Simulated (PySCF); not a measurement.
Species: TiI₄, charge -1, multiplicity 2. The spin state was set by rule; other spins were not relaxed. 
Coordinates optimised at B3LYP-D3(BJ)/def2-TZVP (Ansatz):
```xyz
5

Ti     0.0000     0.0000     0.0000
I      2.1497    -0.5984    -1.4466
I      0.8546     0.4462     2.4783
I     -1.2387     2.1401    -0.9783
I     -1.7655    -1.9879    -0.0535
```
Charge -1, spin multiplicity 2.

Dispersion corrections to the total energy (kcal/mol) from the dftd3 and dftd4 libraries through PySCF: D3(BJ) without and D4 with the three-body term, each with the damping fitted for the functional named.

```csv
functional,D3(BJ),D4
TPSSh,(withheld),-10.48
BP86,-18.79,-13.83
TPSS,(withheld),-11.51
PBE,-7.51,(withheld)
B2PLYP,-10.16,-6.15
BHLYP,-16.47,-16.13
HSE06,-8.85,-7.70
```

### Question
Fill in the missing entries.

### Answer

- TPSSh, D3(BJ): -10.81
- TPSS, D3(BJ): -10.95
- PBE, D4: -8.62
